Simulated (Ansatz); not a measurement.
System: AlH2Cl, charge 0, singlet. AlH2Cl (SMILES [AlH2][Cl]).
B3LYP-D3(BJ)/def2-TZVP minimum from Ansatz (a first-principles code):
```xyz
4

Al    -0.0103    -0.3579    -1.0120
H     -1.4022    -0.4710    -1.7277
H      1.3676    -0.7287    -1.6648
Cl     0.0099     0.3442     0.9734
```
Charge 0, spin multiplicity 1.

Quantity: atomisation energy (electronic, to ground-state atoms), in kcal/mol. UHF or UKS for unpaired electrons; spin-orbit terms are left out. CBS(X,Y): correlation extrapolated as X^-3, Hartree-Fock from the larger set (Q,5: extrapolated as (X+1)exp(-9√X)). A bracket is a step between two methods taken in the basis named. The functionals are non-relativistic, so their misses hold any scalar relativity. Double hybrids freeze cores in their MP2 part. '+ core + X2C': CCSD(T) terms for core correlation (cc-pwCVTZ, 1s frozen past Ne) and scalar relativity (cc-pVTZ-DK). Where a partner has so few electrons that a lower coupled-cluster level is exact, that level stands in.

CCSD(T)/CBS(cc-pV(Q+d)Z,cc-pV(5+d)Z) + [CCSDT(Q) - CCSD(T)]/cc-pV(T+d)Z + [CCSDTQ - CCSDT(Q)]/cc-pV(D+d)Z + core + X2C (Ansatz) gives 247.8 kcal/mol.

Task: How far off this value is PBE/def2-TZVPD (Ansatz), in which direction, and which of these levels come nearer: r2SCAN/def2-TZVPD, PBE0/def2-TZVPD, B2PLYP/def2-TZVPD, CCSD(T)/CBS(cc-pV(Q+d)Z,cc-pV(5+d)Z) + core + X2C?

Result: PBE gives 240.1 kcal/mol, 7.7 kcal/mol below it. Differences of the others: r2SCAN/def2-TZVPD (Ansatz) 0.0; PBE0/def2-TZVPD (Ansatz) -7.1; B2PLYP/def2-TZVPD (Ansatz) -5.6; CCSD(T)/CBS(cc-pV(Q+d)Z,cc-pV(5+d)Z) + core + X2C (Ansatz) 0.0 kcal/mol. Nearer than PBE: r2SCAN/def2-TZVPD, PBE0/def2-TZVPD, B2PLYP/def2-TZVPD, CCSD(T)/CBS(cc-pV(Q+d)Z,cc-pV(5+d)Z) + core + X2C.
